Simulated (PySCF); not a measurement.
Pd²⁺ (palladium, charge +2) across methods

[Kr] 4d8, high-spin 3F determinant. All numbers are calculated (PySCF 2.14, scalar relativity through the core potential, in aug-cc-pVTZ-PP with one added diffuse shell each of s, p, d, f, g type with ECP28MDF (7s7p6d4f3g, 113 functions)).

| method | E (hartree) | mean ε 4p β (eV) | mean ε 4d α (eV) | mean ε 4d β (eV) | Σ⟨r²⟩ (bohr²) | ⟨S²⟩ |
| --- | --- | --- | --- | --- | --- | --- |
| LDA | -126.1316 | -75.622 | -28.082 | -26.734 | 27.87 | 2.001 |
| PBE0 | -126.4142 | -79.057 | -29.909 | -28.527 | 27.49 | 2.001 |
| B3LYP | -126.4564 | -78.474 | -29.549 | -28.275 | 27.63 | 2.001 |
| r2SCAN | -126.4572 | -76.771 | -28.210 | -26.835 | 27.42 | 2.002 |
| TPSSh | -126.3800 | -77.151 | -28.597 | -27.378 | 27.54 | 2.001 |
| UHF | -125.74167 | -88.637 | -35.096 | -33.247 | 27.19 | 2.004 |
| revPBE | -126.4697 | -75.422 | -27.801 | -26.567 | 27.63 | 2.001 |

Estimate the same row for PBE.

E (hartree) = -126.4127; mean ε 4p β (eV) = -75.476; mean ε 4d α (eV) = -27.878; mean ε 4d β (eV) = -26.627; Σ⟨r²⟩ (bohr²) = 27.69; ⟨S²⟩ = 2.001.

Energies and moments cover only the electrons outside the core potential.
